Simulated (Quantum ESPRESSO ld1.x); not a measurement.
All-electron atom: the holmium ion Ho5+ in [Kr] 4d10 4f9 5s2 5p5. Method: Dirac Kohn-Sham, LDA (Slater exchange, Perdew-Zunger correlation), spin-unpolarised, spherical densities, point nucleus; open shells fill j = l - 1/2 first; computed with ld1.x of Quantum ESPRESSO 7.5.

Radial electron density D(r) = 4 pi r^2 rho(r):

```
   r/bohr * D(r) (the largest magnitude, 119, reaches the edge; | marks zero)
 0.002588 |         *
 0.002966 |           *
 0.003425 |             *
 0.003924 |                *
 0.004495 |                   *
  0.00515 |                      *
 0.005948 |                          *
 0.006815 |                              *
 0.007807 |                                 *
 0.008945 |                                    *
  0.01033 |                                       *
  0.01184 |                                         *
  0.01356 |                                          *
  0.01553 |                                         *
   0.0178 |                                         *
  0.02055 |                                       *
  0.02355 |                                     *
  0.02698 |                                     *
  0.03091 |                                     *
   0.0357 |                                       *
   0.0409 |                                           *
  0.04686 |                                                *
  0.05368 |                                                    *
    0.062 |                                                      *
  0.07103 |                                                     *
  0.08137 |                                                  *
  0.09323 |                                             *
   0.1077 |                                         *
   0.1234 |                                         *
   0.1413 |                                            *
   0.1619 |                                               *
    0.187 |                                                *
   0.2142 |                                           *
   0.2454 |                                   *
   0.2812 |                           *
   0.3222 |                      *
   0.3721 |                      *
   0.4263 |                        *
   0.4884 |                         *
   0.5595 |                       *
   0.6462 |                  *
   0.7403 |             *
   0.8482 |         *
   0.9717 |       *
    1.122 |     *
    1.286 |    *
    1.473 |  *
    1.688 | *
    1.949 |*
    2.233 *
    2.558 *
    2.931 *
    3.385 *
    3.878 *
    4.443 *
```

D(r) has 4 maxima, at r = 0.0143, 0.0640, 0.178, 0.481 bohr, and minima at 0.0279, 0.117, 0.346 bohr, inside which lie 2.02, 11.18, 29.57 electrons.
